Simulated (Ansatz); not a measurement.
Consider the cleavage of the Si–B bond: `OCB(F)[SiH2]Cl` + `CC(N)=O` → `CC(=O)N[SiH2]Cl` + `OCBF`.

Gas-phase electronic energies from Ansatz, PBE0-D4/def2-TZVP geometries. CBS: MP2 limit from def2 TZ/QZ plus the TZ coupled-cluster correction, frozen cores. This one scheme is used for every species. Functionals use def2-TZVPP. B3LYP here is the variant with VWN-RPA as its local correlation; programs differ in this. One conformer a species, not always the lowest.

```tsv
level	ΔE (kJ/mol)	difference from CCSD(T)/CBS
ωB97X-V	-85.9	7.3
ωB97M-V	-91.5	1.7
B2PLYP	-90.6	2.6
B3LYP	-83.6	9.6
SCS-MP2/def2-TZVPP	-98.8	-5.6
CCSD/def2-TZVPP	-92.4	0.8
HF/def2-QZVPP	-101.6	-8.4
SCS-MP2/def2-QZVPP	-100.2	-7.0
HF/CBS(def2)	-101.9	-8.7
MP2/CBS(def2)	-101.0	-7.8
CCSD(T)/CBS	-93.2	0
```

Largest T1 diagnostic among the species: 0.014.

From PBE to PBE0 (25 % exact exchange), in def2-TZVPP and without D4, ΔE moves by −7.0 kJ/mol.
